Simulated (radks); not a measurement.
All-electron atom: Ru- in [Kr] 4d7 5s2. Calculated with a radial shooting solver on a logarithmic mesh with Libxc functionals: scalar-relativistic Kohn-Sham, r2SCAN, spin-unpolarised, spherical densities, finite nucleus; meta-GGA in the generalised Kohn-Sham scheme; Fermi nuclear charge, rms radius 4.4809 fm; hard spherical wall at 7 bohr.

Normalised radial functions P(r) = r R(r), r in bohr:

```
   r/bohr * 3s, o 3d, + 4d (the largest magnitude, 1.76, reaches the edge; | marks zero, & curves that meet)
 0.005226                             &     *
 0.007922                             &      *
  0.01201                             &        *
   0.0182                             &        *
   0.0276                             &      *
  0.04183                             &o
  0.06341                    *        |+ o
  0.09613              *              | +     o
   0.1457                    *        |   +          o
   0.2191                             |     +     *          o
   0.3322                             |    +                   o *
   0.5035                            +|                 o  *
   0.7633                     +       |      *o
    1.157                 +           |*o
    1.754                   +         &
    2.659                       +     &
    4.031                          +  &
     6.11                            +&
```

3s: eigenvalue -557.17 eV, 2 radial nodes at r = 0.0425, 0.177 bohr, <r> = 0.402 bohr, 90 % of the charge inside 0.592 bohr. 3d: eigenvalue -268.71 eV, 0 radial nodes, <r> = 0.384 bohr, 90 % of the charge inside 0.611 bohr. 4d: eigenvalue 2.151 eV, 1 radial node at r = 0.484 bohr, <r> = 1.75 bohr, 90 % of the charge inside 2.95 bohr.
